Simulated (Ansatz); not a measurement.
## Cl4FHOW: where a starting geometry ends

The starting geometry of this gas-phase singlet was optimised with GFN2-xTB.

```xyz
8

Cl   -1.0672    0.2245   -2.0961
Cl    1.2640    2.0155   -0.8208
Cl   -1.4660    1.7282    0.8168
Cl    1.7140   -1.1461   -0.9595
F     1.0319    0.3316    1.4887
O    -0.8432   -1.1189    0.4785
W     0.0775    0.2855   -0.1456
H    -1.2927   -1.8682    0.8859
```

Predict what it relaxes into with PBE0-D4/def2-SVP.

It keeps its bonds.

The energy falls by 0.15 eV over 18 steps:

```tsv
step	E − E(last) (eV)
1	0.150
3	0.023
5	0.022
7	0.022
9	0.020
10	0.018
12	0.012
14	0.001
16	0.000
18	0.000
```

Final geometry (Å):

| atom | x (Å) | y (Å) | z (Å) |
| --- | --- | --- | --- |
| Cl | -1.1163 | 0.2152 | -2.1935 |
| Cl | 1.3437 | 2.0472 | -0.7430 |
| Cl | -1.5313 | 1.7294 | 0.6624 |
| Cl | 1.6344 | -1.1369 | -1.0856 |
| F | 0.9003 | 0.2264 | 1.4404 |
| O | -0.9195 | -1.1950 | 0.4744 |
| W | 0.0101 | 0.2520 | -0.2140 |
| H | -0.9029 | -1.6861 | 1.3069 |

No frequencies were run, so the end isn't proven a minimum. Atoms past krypton carry core potentials, without spin–orbit terms. Run with Ansatz 0.2.0, 100 s on 2 threads of Arm Neoverse V2, with other jobs on the host.
